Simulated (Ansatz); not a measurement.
Frontier orbitals of `BB([SiH3])S`.

Total charge 0; spin multiplicity 1. Geometry: relaxed with PBE0-D4/def2-TZVP. It is one conformer, not always the lowest. Basis def2-TZVPP, Ansatz 0.2.0.

Orbital energies of one run (eV). Highest occupied ones, from the top: -6.75, -7.37, -8.05, -8.33, -8.56, -8.88, -9.63, -11.59, -12.59, -13.90, -18.97, -93.86, -93.87, -93.87. Empty: -3.25, -2.70, -0.71, 0.10, 0.25, 0.55.

Problem. Which functional gave them?
A. CAM-B3LYP
B. LDA (SPW92)
C. PBE0
D. LC-ωPBE

Solution. B. HOMO energies: LDA (SPW92) -6.75, PBE0 -7.86, LC-ωPBE -10.53, CAM-B3LYP -9.21 eV.

LC-ωPBE has ω = 0.4 bohr⁻¹.
